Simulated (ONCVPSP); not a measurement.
Building the ONCV potential for Zr (PBE, scalar-relativistic).

ONCVPSP 4.0.1 input, shortened (lines: element, Z, core and valence counts, functional; n l f; lmax; l rc ep ncon nbas qcut; lloc lpopt rc5 dvloc0; l nproj debl; icmod fcfact rcfact), PBE, scalar-relativistic:

```
  Zr 40.00    6    4        4      upf
    1    0    2.00
    2    0    2.00
    2    1    6.00
    3    0    2.00
    3    1    6.00
    3    2   10.00
    4    0    2.00
    4    1    6.00
    4    2    2.00
    5    0    1.50
    2
    0    2.40    0.00    4    8    4.50
    1    1.55    0.00    4    8    5.60
    2    1.70    0.00    4    7    5.50
    4    5    1.25    0.00
    0    2    0.30
    1    2    2.90
    2    2    2.10
    3    2.00    1.40
```

Q: Does the generator finish with these settings?

A: Yes, a potential is produced and its reference levels are reproduced.

Q: Estimate the cutoffs (Ha) at which the residual kinetic energy of the hardest occupied pseudo-wave falls to 1 and 0.1 mHa per electron.

A: 16 Ha and 75 Ha.

Q: What does a ghost test show?

A: No bound ghost flagged; GHOST(+) flagged for s at 63.9 eV.

Q: Tests: 4s2 4p6 4d2 5s2; 4s2 4p6 4d2 5s1; 4s2 4p6 4d2 5s0; 4s2 4p6 4d1 5s2 5p1. Which has the largest error in its energy relative to the reference configuration, and how large is it?

A: 4s2 4p6 4d2 5s0, with -8.1 meV (all-electron minus pseudo) on +17.20 eV.
